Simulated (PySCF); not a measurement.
F$_{6}$Se, charge -1, doublet, geometry from GFN2-xTB (a state made from the parent by changing its charge; the spin is typed, not shown lowest); DF-PBE/cc-pVDZ run with PySCF.

Here is a job for PySCF.
```python
from pyscf import gto, scf, dft

mol = gto.M(
    atom='''
F     1.073325   -1.779691   -0.247222
Se    0.058334   -0.005759   -0.097854
F     1.427378    1.513327   -0.229955
F    -1.228817   -1.079439    0.490230
F    -1.195370    0.137501   -1.712492
F     0.674935   -0.080780    1.566347
F    -0.971824    1.310836    0.502764
''',
    basis='cc-pvdz',
    charge=-1,
    spin=1,
    verbose=4,
)

mf = dft.UKS(mol)
mf.xc = 'pbe'
mf = mf.density_fit(auxbasis='def2-universal-jkfit')
mf.kernel()
```

Output, abridged:

```
PySCF version 2.14.0

[INPUT] verbose = 4
[INPUT] num. atoms = 7
[INPUT] num. electrons = 89
[INPUT] charge = -1
[INPUT] spin (= nelec alpha-beta = 2S) = 1
[INPUT] symmetry False subgroup None
[INPUT] Mole.unit = angstrom
[INPUT] Symbol           X                Y                Z      unit          X                Y                Z       unit  Magmom
[INPUT]  1 F      1.073325000000  -1.779691000000  -0.247222000000 AA    2.028290292649  -3.363128576353  -0.467181871967 Bohr   0.0
[INPUT]  2 Se     0.058334000000  -0.005759000000  -0.097854000000 AA    0.110235283750  -0.010882932751  -0.184917260193 Bohr   0.0
[INPUT]  3 F      1.427378000000   1.513327000000  -0.229955000000 AA    2.697353496229   2.859773566910  -0.434551970974 Bohr   0.0
[INPUT]  4 F     -1.228817000000  -1.079439000000   0.490230000000 AA   -2.322127587210  -2.039844078174   0.926400438046 Bohr   0.0
[INPUT]  5 F     -1.195370000000   0.137501000000  -1.712492000000 AA   -2.258921917521   0.259839231854  -3.236140870509 Bohr   0.0
[INPUT]  6 F      0.674935000000  -0.080780000000   1.566347000000 AA    1.275442301883  -0.152652076342   2.959966846034 Bohr   0.0
[INPUT]  7 F     -0.971824000000   1.310836000000   0.502764000000 AA   -1.836481201279   2.477121034220   0.950086265291 Bohr   0.0

nuclear repulsion = 739.04109019181
number of shells = 36
number of NR pGTOs = 233
number of NR cGTOs = 111
basis = cc-pvdz
ecp = {}

******** <class 'pyscf.df.df_jk.DFUKS'> ********
method = DFUKS
initial guess = minao
damping factor = 0
level_shift factor = 0
DIIS = <class 'pyscf.scf.diis.CDIIS'>
diis_start_cycle = 1
diis_space = 8
diis_damp = 0
SCF conv_tol = 1e-09
SCF conv_tol_grad = None
SCF max_cycles = 50
direct_scf = False
number electrons alpha = 45  beta = 44
XC library pyscf.dft.libxc version 7.1.2
    S. Lehtola, C. Steigemann, M. J. T. Oliveira, and M. A. L. Marques,  SoftwareX 7, 1–5 (2018)
XC functionals = pbe
    J. P. Perdew, K. Burke, and M. Ernzerhof,  Phys. Rev. Lett. 77, 3865 (1996)
    J. P. Perdew, K. Burke, and M. Ernzerhof,  Phys. Rev. Lett. 78, 1396 (1997)
    J. P. Perdew, K. Burke, and M. Ernzerhof,  Phys. Rev. Lett. 77, 3865 (1996)
    J. P. Perdew, K. Burke, and M. Ernzerhof,  Phys. Rev. Lett. 78, 1396 (1997)
radial grids:
    Treutler-Ahlrichs [JCP 102, 346 (1995); DOI:10.1063/1.469408] (M4) radial grids

becke partition: Becke, JCP 88, 2547 (1988); DOI:10.1063/1.454033
pruning grids: <function nwchem_prune>
grids dens level: 3
symmetrized grids: False
atomic radii adjust function: <function treutler_atomic_radii_adjust>
small_rho_cutoff = 0
Set gradient conv threshold to 3.16228e-05
tot grids = 106000
init E= -2999.12178543145

cycle= 1 E= -2999.18436237979  delta_E= -0.0626  |g|= 1.14  |ddm|= 1.71
cycle= 2 E= -2996.77980953667  delta_E=  2.4  |g|= 2.71  |ddm|= 2.52
cycle= 3 E= -2999.58520580586  delta_E= -2.81  |g|= 0.469  |ddm|= 2.03
cycle= 4 E= -2999.64413498328  delta_E= -0.0589  |g|= 0.275  |ddm|= 0.556
cycle= 5 E= -2999.67000993797  delta_E= -0.0259  |g|= 0.0507  |ddm|= 0.187
cycle= 6 E= -2999.67125491698  delta_E= -0.00124  |g|= 0.0108  |ddm|= 0.0469
cycle= 7 E= -2999.67130579582  delta_E= -5.09e-05  |g|= 0.00174  |ddm|= 0.0113
cycle= 8 E= -2999.6713048191  delta_E= 9.77e-07  |g|= 0.00251  |ddm|= 0.00338
cycle= 9 E= -2999.67130744293  delta_E= -2.62e-06  |g|= 0.000452  |ddm|= 0.00246
cycle= 10 E= -2999.67130753371  delta_E= -9.08e-08  |g|= 8.51e-05  |ddm|= 0.000415
cycle= 11 E= -2999.67130753686  delta_E= -3.15e-09  |g|= 2.71e-05  |ddm|= 0.000103
cycle= 12 E= -2999.67130753659  delta_E= 2.7e-10  |g|= 3.68e-05  |ddm|= 4.84e-05
cycle= 13 E= -2999.67130753714  delta_E= -5.47e-10  |g|= 9.5e-06  |ddm|= 3.54e-05
Extra cycle  E= -2999.67130753674  delta_E= 4.05e-10  |g|= 3.21e-05  |ddm|= 3.37e-05
converged SCF energy = -2999.67130753674  <S^2> = 0.75322262  2S+1 = 2.00322
```
